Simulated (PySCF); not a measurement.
C5H11O, SMILES C(C(C)C)[CH]O, doublet, GFN2-xTB optimised geometry.

```
17

C     -1.38    -0.40    -1.19
C      0.14    -0.37    -1.22
C      0.69     0.37     0.00
C      0.65     0.31    -2.52
C      0.31    -0.43    -3.76
O      0.95    -1.59    -4.09
H     -1.73    -0.88    -0.28
H     -1.78     0.61    -1.22
H     -1.77    -0.95    -2.04
H      0.51    -1.40    -1.20
H      0.35    -0.10     0.92
H      0.35     1.40     0.00
H      1.78     0.37     0.00
H      1.74     0.40    -2.44
H      0.23     1.31    -2.57
H     -0.65    -0.33    -4.24
H      1.75    -1.67    -3.56
```

Density from unrestricted B3LYP/def2-SVP (PySCF) at that geometry.

Minimum of the electron density along straight lines between bonded atoms, close to the bond critical point (lines longer than 1.1 times the sum of covalent radii, or with two minima, are not listed):

```
bond    length / Å  ρ at the minimum / e bohr⁻³  ∇²ρ there / e bohr⁻⁵  position (fraction from the first atom)
------  ----------  ---------------------------  --------------------  ---------------------------------------
C1–C2        1.524                        0.247                 -0.57                                     0.50
C2–C3        1.525                        0.247                 -0.57                                     0.50
C2–C4        1.555                        0.233                 -0.51                                     0.50
C4–C5        1.477                        0.268                 -0.64                                     0.49
C5–O6        1.372                        0.272            (withheld)                                     0.33
C1–H7        1.088                        0.277                 -1.01                                     0.62
C1–H8        1.088                        0.276                 -1.00                                     0.62
C1–H9        1.087                        0.278                 -1.02                                     0.63
C2–H10       1.096                        0.276                 -0.98                                     0.62
C3–H11       1.088                        0.277                 -1.01                                     0.62
C3–H12       1.088                        0.277                 -1.01                                     0.62
C3–H13       1.088                        0.276                 -1.01                                     0.62
C4–H14       1.097                        0.272                 -0.96                                     0.62
C4–H15       1.091                        0.276                 -1.00                                     0.62
C5–H16       1.074                        0.288                 -1.11                                     0.64
O6–H17       0.964                   (withheld)            (withheld)                                     0.81
```

Task: What belongs in the gaps?

Result: 
- C5–O6, ∇²ρ there / e bohr⁻⁵: -0.11
- O6–H17, ρ at the minimum / e bohr⁻³: 0.356
- O6–H17, ∇²ρ there / e bohr⁻⁵: -2.25
